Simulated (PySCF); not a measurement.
# Electron correlation in Hg (mercury, neutral)

Starting occupation: [Xe] 4f14 5d10 6s1 6p1, 6s1/2 with m_j = +1/2, 6p3/2 with m_j = +3/2. All numbers are calculated (PySCF 2.14, X2C-1e with screened-nucleus spin-orbit coupling, Gaussian nucleus, in x2c-TZVPall-2c with one added diffuse shell each of s, p, d type (12s12p11d2f, 117 functions)). Frozen: [Kr] 4d10 4f14; 20 electrons correlated; the 34 highest virtual spinors left out.

MP2 pair energies summed by pair of shells (mhartree):

| pair | energy | share (%) |
| --- | --- | --- |
| 5d3/2-5d5/2 | -112.88 | 26.7 |
| 5d5/2-5d5/2 | -78.98 | 18.7 |
| 5d5/2-5p3/2 | -34.33 | 8.1 |
| 5d3/2-5d3/2 | -33.19 | 7.8 |
| 5d3/2-5p3/2 | -23.99 | 5.7 |
| 5d5/2-6s1/2 | -22.94 | 5.4 |
| 5d5/2-5p1/2 | -15.30 | 3.6 |
| 5d3/2-6s1/2 | -13.82 | 3.3 |
| 5p3/2-5p3/2 | -11.37 | 2.7 |
| 5p1/2-5p3/2 | -10.78 | 2.5 |
| 5d3/2-5p1/2 | -10.40 | 2.5 |
| 5d5/2-5s1/2 | -9.42 | 2.2 |
| 5d5/2-6p3/2 | -8.44 | 2.0 |
| 5p3/2-5s1/2 | -8.13 | 1.9 |
| 5d3/2-5s1/2 | -6.46 | 1.5 |
| 5d3/2-6p3/2 | -4.97 | 1.2 |
| 5p1/2-5s1/2 | -3.96 | 0.9 |
| 5p3/2-6s1/2 | -3.39 | 0.8 |
| 5p1/2-5p1/2 | -2.77 | 0.7 |
| 6p3/2-6s1/2 | -2.64 | 0.6 |
| 5s1/2-5s1/2 | -2.22 | 0.5 |
| 5p1/2-6s1/2 | -1.18 | 0.3 |
| 5p3/2-6p3/2 | -0.77 | 0.2 |
| 5s1/2-6s1/2 | -0.37 | 0.1 |
| 5p1/2-6p3/2 | -0.31 | 0.1 |
| 5s1/2-6p3/2 | -0.11 | 0.0 |

Total MP2 correlation energy: -423.10 mhartree.

This basis was not built for core-valence correlation, so the inner-shell part is incomplete.
